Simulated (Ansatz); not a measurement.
`OC([SiH3])S` + `[CH3][GeH2][F]` → `[F][GeH2][CH2][SiH3]` + `OCS`  (formal exchange of groups at the Si–C bond)

Computed with Ansatz on PBE0-D4/def2-TZVP structures; ΔE is electronic, products minus reactants. CCSD(T)/CBS adds triple-zeta CCSD(T) − MP2 to the extrapolated MP2 energy (def2 sets, frozen cores). Functionals use def2-TZVPP. B3LYP here is the variant with VWN-RPA as its local correlation; programs differ in this. For Ge outer-core shells are correlated without core-valence functions, which leaves a few kJ/mol of doubt a bond. Scalar relativity is left out up to krypton. One conformer a species, not always the lowest.

```tsv
level	ΔE (kJ/mol)	difference from CCSD(T)/CBS
ωB97X-V	-19.0	0.9
ωB97M-V	-18.4	1.5
PBE	-14.4	5.5
r2SCAN	-17.1	2.8
B3LYP	-17.4	2.5
HF/def2-TZVPP	-27.0	-7.1
SCS-MP2/def2-TZVPP	-21.1	-1.2
MP2/def2-QZVPP	-20.0	-0.1
MP2/CBS(def2)	-19.8	0.1
CCSD/CBS(def2)	-21.5	-1.6
CCSD(T)/CBS	-19.9	0
```

Largest T1 diagnostic among the species: 0.012.

In def2-TZVPP, CCSD(T) changes the Hartree–Fock value by +6.6 kJ/mol (the triples alone add +1.6 kJ/mol) and MP2 by +6.7 kJ/mol. From PBE to PBE0 (25 % exact exchange), in def2-TZVPP and without D4, ΔE moves by −4.2 kJ/mol.
